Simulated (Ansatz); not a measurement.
Question: Predict a relaxed structure of Si(vinyl)4 (C8H12Si), charge 0, singlet, at r2SCAN-D4/def2-SVP (Ansatz).

Answer: 
Cartesian coordinates in Å:
```
Si 0.017 -0.054 -0.045
C -0.125 -0.119 1.830
C -1.271 -0.283 2.510
H 0.797 0.032 2.411
H -2.231 -0.439 2.001
H -1.306 -0.268 3.607
C -1.126 -1.315 -0.844
C -1.665 -2.385 -0.240
H -1.340 -1.171 -1.915
H -1.495 -2.591 0.825
H -2.298 -3.101 -0.779
C 1.790 -0.432 -0.549
C 2.801 0.452 -0.517
H 2.027 -1.463 -0.850
H 2.646 1.500 -0.227
H 3.830 0.173 -0.776
C -0.487 1.661 -0.629
C 0.098 2.365 -1.611
H -1.365 2.104 -0.134
H 0.979 1.986 -2.145
H -0.274 3.348 -1.924
```
 This is one stationary point.
